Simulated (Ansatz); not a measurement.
# Relative stability

Two relaxed structures of GaH$_{2}$S, doublet (PBE0-D4/def2-TZVP; forces vanish, vibrations not checked).

A:

```tsv
atom	x (Å)	y (Å)	z (Å)
S1	-1.7305	0.5605	-0.7946
Ga2	0.1665	-0.0539	0.0765
H3	0.6065	-1.5321	-0.1606
H4	0.9575	1.0256	0.8788
```

B:

```xyz
4
angstrom
S -1.8353 0.3335 -1.2864
Ga -0.3789 -0.2913 0.2711
H 0.7907 -1.2539 -0.2248
H -2.5821 1.0827 -0.4598
```

Computed with Ansatz 0.2.0 (basis: def2-TZVPP); correlated methods freeze the cores; orbitals are unrestricted. Filled d shells of the heavier atoms are correlated. The def2 sets are not built for correlating such inner shells, so the correlated values are less sure here. B3LYP uses VWN-RPA correlation.

(1) Which structure is lower at CCSD(T), and by how much? (An estimate is asked for; the value comes from the calculation.)

The T1 diagnostic stays at or below 0.017. ⟨S²⟩ of the unrestricted Hartree–Fock references: 0.76 (a pure state has 0.75).

Results:

(1) Computed: B, by 0.347 eV (electronic energy, against the other). By their contacts, A is GaH₂S ([S][GaH2]) and B is GaH₂S ([SH][GaH]).

All methods give the same order:

```json
{"method": "PBE-D4", "E(B) − E(A) (eV)": "-0.496"}
{"method": "r2SCAN-D4", "E(B) − E(A) (eV)": "-0.423"}
{"method": "PBE0-D4", "E(B) − E(A) (eV)": "-0.456"}
{"method": "B3LYP-D4", "E(B) − E(A) (eV)": "-0.406"}
{"method": "wB97M-V", "E(B) − E(A) (eV)": "-0.450"}
{"method": "HF", "E(B) − E(A) (eV)": "-0.141"}
{"method": "MP2", "E(B) − E(A) (eV)": "-0.457"}
{"method": "CCSD", "E(B) − E(A) (eV)": "-0.305"}
{"method": "CCSD(T)", "E(B) − E(A) (eV)": "-0.347"}
```

Labels in which every atom is bracketed show which atoms are joined, not bond orders.

For scale, one of the runs: CCSD(T)/def2-TZVPP, 118 basis functions, launched by `ansatz run in.yaml --threads 2 --pin off --events-out ev --progress --plain --max-ram 4352MiB`. Time: 14 s of wall clock on 2 CPU threads of an Arm Neoverse V2; the host was shared. Peak host memory: 0.68 GiB.
